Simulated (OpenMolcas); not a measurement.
## Si4H10 (SMILES [SiH3][SiH]([SiH3])[SiH3]): methods side by side

The species is Si4H10 (14 atoms), meant as a singlet with charge 0. SMILES: `[SiH3][SiH]([SiH3])[SiH3]`. The shape is that of a PBE0-D4/def2-TZVP optimisation.

```jsonl
{"atom": "Si", "x (Å)": "-1.5866", "y (Å)": "0.4498", "z (Å)": "-1.4682"}
{"atom": "Si", "x (Å)": "-0.4377", "y (Å)": "-0.0333", "z (Å)": "0.5091"}
{"atom": "Si", "x (Å)": "1.1240", "y (Å)": "1.6511", "z (Å)": "0.9411"}
{"atom": "Si", "x (Å)": "0.6600", "y (Å)": "-2.0859", "z (Å)": "0.2975"}
{"atom": "H", "x (Å)": "-2.5888", "y (Å)": "-0.6079", "z (Å)": "-1.7687"}
{"atom": "H", "x (Å)": "-2.2875", "y (Å)": "1.7581", "z (Å)": "-1.3657"}
{"atom": "H", "x (Å)": "-0.6156", "y (Å)": "0.5179", "z (Å)": "-2.5936"}
{"atom": "H", "x (Å)": "-1.4095", "y (Å)": "-0.1072", "z (Å)": "1.6393"}
{"atom": "H", "x (Å)": "2.0910", "y (Å)": "1.7223", "z (Å)": "-0.1875"}
{"atom": "H", "x (Å)": "1.8753", "y (Å)": "1.3664", "z (Å)": "2.1933"}
{"atom": "H", "x (Å)": "0.4526", "y (Å)": "2.9720", "z (Å)": "1.0755"}
{"atom": "H", "x (Å)": "1.4045", "y (Å)": "-2.4175", "z (Å)": "1.5422"}
{"atom": "H", "x (Å)": "1.6287", "y (Å)": "-2.0082", "z (Å)": "-0.8292"}
{"atom": "H", "x (Å)": "-0.3105", "y (Å)": "-3.1776", "z (Å)": "0.0150"}
```

Each level gives the HOMO–LUMO gap (eV). The values are calculated.

| level | kind | program | value (eV) |
| --- | --- | --- | --- |
| HF/6-31G* (spherical functions) | Hartree–Fock | OpenMolcas | 13.63 |
| SVWN5/6-31G* (spherical functions) | LDA | OpenMolcas | 6.03 |
| BLYP/6-31G* (spherical functions) | GGA | OpenMolcas | 6.17 |
| M06-L/6-31G* (spherical functions) | meta-GGA | OpenMolcas | 6.75 |
| M06-2X/6-31G* (spherical functions) | hybrid meta-GGA | OpenMolcas | 9.67 |
| B3LYP/6-31G* (Cartesian functions) | global hybrid | OpenMolcas | 7.66 |
| B2PLYP/6-31G* (spherical functions) | double hybrid | OpenMolcas | 10.12 |

The values span 6.03 to 13.63 eV. Orbital gaps aren't excitation energies, and those of double hybrids come from the SCF part alone; they tend to grow with the share of exact exchange.
